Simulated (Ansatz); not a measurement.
Consider the formal exchange of groups at the Sn–H bond: `C[S][SnH2][Cl]` + `CC(Cl)Cl` → `C[S][SnH]([Cl])[Cl]` + `CCCl`.

Computed with Ansatz on PBE0-D4/def2-TZVP structures; ΔE is electronic, products minus reactants. CBS: MP2 limit from def2 TZ/QZ plus the TZ coupled-cluster correction, frozen cores. Elements past krypton have def2 core potentials. For Sn outer-core shells are correlated without core-valence functions, which leaves a few kJ/mol of doubt a bond. One conformer a species, not always the lowest.

```
              species  CCSD(T)/CBS(def2) energy (Eh)
     `C[S][SnH2][Cl]`                    -1112.69775
           `CC(Cl)Cl`                     -998.07052
`C[S][SnH]([Cl])[Cl]`                    -1571.93325
               `CCCl`                     -538.89655
```

Work out ΔE.

ΔE = (-1571.93325) + (-538.89655) − (-1112.69775) − (-998.07052) = -0.06153 Eh = -38.6 kcal/mol.

Largest T1 diagnostic among the species: 0.012.

Leaving LDA and LC-ωPBE aside and taking each functional with its dispersion term where it has one, the values, not all of them listed here, spread over 4.1 kcal/mol, from BHLYP-D4 to revPBE-D4. LDA lies +2.8 kcal/mol from PBE without D4. From PBE to PBE0 (25 % exact exchange), in def2-TZVPP and without D4, ΔE moves by −1.2 kcal/mol. At CCSD(T), def2-SVP lies +1.1 kcal/mol from the extrapolated value and def2-TZVPP +1.5 kcal/mol.
